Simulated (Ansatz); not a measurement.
C3H10BN can be A, `BN(C)CC`, or B, `CC(C)BN`.

Calculated with Ansatz (gas phase, PBE0-D4/def2-TZVP geometries, no zero-point term in ΔE). CBS: MP2 limit from def2 TZ/QZ plus the TZ coupled-cluster correction, frozen cores. DFT in def2-TZVPP. One conformer a species, not always the lowest.

(1) Which isomer does CCSD(T)/CBS put lower? Give the gap. (Estimate.)

(2) Give E(B) − E(A) in kJ/mol with CCSD(T)/def2-SVP, HF/def2-TZVPP, MP2/def2-TZVPP, CCSD/def2-TZVPP, CCSD(T)/def2-TZVPP, B2PLYP, r2SCAN-D4. (Best estimate.)

(3) Does the order hold for the free energy at 298.15 K (harmonic terms from PBE0-D4)? (An estimate is asked.)

Largest T1 diagnostic: 0.012.

Answers

(1) Ansatz gave: B, by 81.8 kJ/mol.

(2) Computed: CCSD(T)/def2-SVP -71.1, HF/def2-TZVPP -82.3, MP2/def2-TZVPP -84.0, CCSD/def2-TZVPP -81.5, CCSD(T)/def2-TZVPP -80.0, B2PLYP -80.7, r2SCAN-D4 -83.4. None reverses the order clearly.

(3) The calculation gave: Yes: G(B) − G(A) = -83.5 kJ/mol, for one conformer each. Modes under 60 cm⁻¹, often nearly free rotors, make the harmonic entropy too high.

From BLYP to BHLYP (50 % exact exchange), in def2-TZVPP and without D4, E(B) − E(A) moves by −3.2 kJ/mol. At CCSD(T), def2-SVP lies +10.7 kJ/mol from the extrapolated value and def2-TZVPP +1.8 kJ/mol.
